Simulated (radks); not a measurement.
Valence configurations of Ca (all share [Ar]). All-electron calculation, Dirac Kohn-Sham, PBE, spin-unpolarised, spherical densities, finite nucleus; open shells fill j = l - 1/2 first; Fermi nuclear charge, rms radius 3.4776 fm. Program: a radial shooting solver on a logarithmic mesh with Libxc functionals. Energies are relative to 4s2; eigenvalues in eV.

valence,E (eV),e(3d3/2),e(4p1/2),e(4s1/2)
4s2,0.000,-,-,-3.766
4s1.5 4p0.5,1.190,-,-1.695,-4.105
3d1 4s1,2.276,-0.765,-,-3.313
4s1 4p1,2.409,-,-1.948,-4.412
3d1 4p1,4.377,-1.468,-1.695,-
3d2,4.900,-0.753,-,-
4p2,4.923,-,-2.392,-

NIST lists [Ar] 4s2 as the ground configuration; this level of theory agrees among the configurations tried. The energies are those of spherical spin-averaged densities, not of single terms.
